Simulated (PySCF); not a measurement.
CdSe (SMILES [Se]=[Cd]), singlet, geometry from GFN2-xTB (such geometries of metal compounds can be far from the true shape) (all electrons, no relativity); PySCF with CAMB3LYP/3-21G.

Input for PySCF:
```python
from pyscf import gto, scf, dft

mol = gto.M(
    atom='''
Cd   -0.000000   -0.000000   -0.959416
Se    0.000000    0.000000    1.354470
''',
    basis='3-21g',
    charge=0,
    spin=0,
    verbose=4,
)

mf = dft.RKS(mol)
mf.xc = 'camb3lyp'
mf.DIIS = scf.EDIIS
mf.kernel()
mf.analyze()
```

**Question.** Write the output that PySCF gives for this input, abridged.

**Answer.** 
```
PySCF version 2.14.0

[INPUT] verbose = 4
[INPUT] num. atoms = 2
[INPUT] num. electrons = 82
[INPUT] charge = 0
[INPUT] spin (= nelec alpha-beta = 2S) = 0
[INPUT] symmetry False subgroup None
[INPUT] Mole.unit = angstrom
[INPUT] Symbol           X                Y                Z      unit          X                Y                Z       unit  Magmom
[...]
nuclear repulsion = 373.232392702769
number of shells = 24
number of NR pGTOs = 135
number of NR cGTOs = 58
basis = 3-21g
ecp = {}

******** <class 'pyscf.dft.rks.RKS'> ********
method = RKS
initial guess = minao
damping factor = 0
level_shift factor = 0
DIIS = <class 'pyscf.scf.diis.EDIIS'>
diis_start_cycle = 1
diis_space = 8
diis_damp = 0
SCF conv_tol = 1e-09
SCF conv_tol_grad = None
SCF max_cycles = 50
direct_scf = True
direct_scf_tol = 1e-13
XC library pyscf.dft.libxc version 7.1.2
    S. Lehtola, C. Steigemann, M. J. T. Oliveira, and M. A. L. Marques,  SoftwareX 7, 1–5 (2018)
XC functionals = camb3lyp
    T. Yanai, D. P. Tew, and N. C. Handy,  Chem. Phys. Lett. 393, 51 (2004)
radial grids:
    Treutler-Ahlrichs [JCP 102, 346 (1995); DOI:10.1063/1.469408] (M4) radial grids

becke partition: Becke, JCP 88, 2547 (1988); DOI:10.1063/1.454033
pruning grids: <function nwchem_prune>
grids dens level: 3
symmetrized grids: False
atomic radii adjust function: <function treutler_atomic_radii_adjust>
small_rho_cutoff = 0
Set gradient conv threshold to 3.16228e-05
Initial guess from minao.
tot grids = 42816
init E= -7820.09969785612
[...]
cycle= 1 E= -7832.67339364441  delta_E= -12.6  |g|= 0.485  |ddm|= 1.93
[...]
cycle= 2 E= -7832.32387455467  delta_E= 0.35  |g|= 0.975  |ddm|= 2.14
[...]
cycle= 3 E= -7832.75093098184  delta_E= -0.427  |g|= 0.283  |ddm|= 1.81
[...]
cycle= 4 E= -7832.75093096266  delta_E= 1.92e-08  |g|= 0.283  |ddm|= 1.39e-07
[...]
cycle= 5 E= -7832.75093097151  delta_E= -8.85e-09  |g|= 0.283  |ddm|= 6.44e-08
[...]
cycle= 6 E= -7832.7509309539  delta_E= 1.76e-08  |g|= 0.283  |ddm|= 1.28e-07
[...]
cycle= 7 E= -7832.75093095442  delta_E= -5.17e-10  |g|= 0.283  |ddm|= 3.74e-09
[...]
cycle= 8 E= -7832.75093095547  delta_E= -1.06e-09  |g|= 0.283  |ddm|= 7.65e-09
[...]
cycle= 9 E= -7832.75093095417  delta_E= 1.3e-09  |g|= 0.283  |ddm|= 9.38e-09
[...]
cycle= 10 E= -7832.7373265419  delta_E= 0.0136  |g|= 0.313  |ddm|= 0.131
[...]
cycle= 11 E= -7832.65975935429  delta_E= 0.0776  |g|= 0.534  |ddm|= 1.38
[...]
cycle= 12 E= -7832.78395916693  delta_E= -0.124  |g|= 0.12  |ddm|= 0.988
[...]
[...]
[...]
cycle= 31 E= -7832.78956071768  delta_E= -8.37e-11  |g|= 0.0189  |ddm|= 8.17e-09
[...]
cycle= 32 E= -7832.78956071918  delta_E= -1.5e-09  |g|= 0.0189  |ddm|= 1.4e-07
[...]
cycle= 33 E= -7832.78956071858  delta_E= 6.04e-10  |g|= 0.0189  |ddm|= 5.63e-08
[...]
cycle= 34 E= -7832.7895607176  delta_E= 9.77e-10  |g|= 0.0189  |ddm|= 9.17e-08
[...]
cycle= 35 E= -7832.78956071826  delta_E= -6.64e-10  |g|= 0.0189  |ddm|= 6.22e-08
[...]
cycle= 36 E= -7832.78956071039  delta_E= 7.87e-09  |g|= 0.0189  |ddm|= 7.4e-07
[...]
cycle= 37 E= -7832.78936488905  delta_E= 0.000196  |g|= 0.0279  |ddm|= 0.0789
[...]
cycle= 38 E= -7832.78972910138  delta_E= -0.000364  |g|= 0.00419  |ddm|= 0.0548
[...]
cycle= 39 E= -7832.78972910135  delta_E= 2.55e-11  |g|= 0.00419  |ddm|= 1.65e-08
[...]
cycle= 40 E= -7832.78972910141  delta_E= -5.82e-11  |g|= 0.00419  |ddm|= 2.95e-08
[...]
cycle= 41 E= -7832.78972910179  delta_E= -3.86e-10  |g|= 0.00419  |ddm|= 1.84e-07
[...]
cycle= 42 E= -7832.78972909582  delta_E= 5.97e-09  |g|= 0.00419  |ddm|= 2.83e-06
[...]
cycle= 43 E= -7832.78972910117  delta_E= -5.35e-09  |g|= 0.00419  |ddm|= 2.53e-06
[...]
cycle= 44 E= -7832.789729102  delta_E= -8.31e-10  |g|= 0.00419  |ddm|= 3.84e-07
[...]
cycle= 45 E= -7832.78968538849  delta_E= 4.37e-05  |g|= 0.0104  |ddm|= 0.0115
[...]
cycle= 46 E= -7832.78971821618  delta_E= -3.28e-05  |g|= 0.00645  |ddm|= 0.0282
[...]
cycle= 47 E= -7832.7897348685  delta_E= -1.67e-05  |g|= 0.00178  |ddm|= 0.00786
[...]
cycle= 48 E= -7832.78973486808  delta_E= 4.18e-10  |g|= 0.00178  |ddm|= 4.15e-07
[...]
cycle= 49 E= -7832.78973486838  delta_E= -3.06e-10  |g|= 0.00178  |ddm|= 3.06e-07
[...]
cycle= 50 E= -7832.78973486848  delta_E= -9.64e-11  |g|= 0.00178  |ddm|= 1.02e-07
SCF not converged.
SCF energy = -7832.78973486848
**** SCF Summaries ****
Total Energy =                       -7832.789734868480991
Nuclear Repulsion Energy =             373.232392702769289
One-electron Energy =               -11595.523579643442645
Two-electron Energy =                 3389.501452072193388
Two-electron Coulomb Energy =         3627.896913425421189
DFT Exchange-Correlation Energy =     -238.395461353227574
HOMO-LUMO gap [eV] =                     4.066947184283578
**** MO energy ****
[...]
 ** Mulliken pop on meta-lowdin orthogonal AOs  **
 ** Mulliken pop  **
 ** Mulliken atomic charges  **
charge of    0Cd =      0.69889
charge of    1Se =     -0.69889
Dipole moment(X, Y, Z, Debye): -0.00000,  0.00000, -5.85676
```

The run did not converge; its last values are not results.
